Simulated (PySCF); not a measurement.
Si(Br)(Me)(OH)2 (CH5BrO2Si), SMILES O[Si](Br)(C)O.

Geometry: B3LYP-D3(BJ)/def2-SVP. Other conformers were not sampled.

The numbers are results of PySCF with HF/def2-TZVP, not measurements.

Isolated molecule, no solvent.

The total energy comes out as -3052.13022 hartree and the highest occupied level is -11.44 eV. The lowest empty level is 3.33 eV. The orbital gap comes out as 14.77 eV and the dipole moment is 0.97 D. The quadrupole, principal values (traceless, Buckingham form, about the centre of nuclear charge) comes out as -7.77, 0.68, 7.09 D·Å. The mean static polarisability is 56.3 bohr³ (8.35 Å³) and the polarisability, principal values comes out as 50.3, 53.5, 65.2 bohr³.
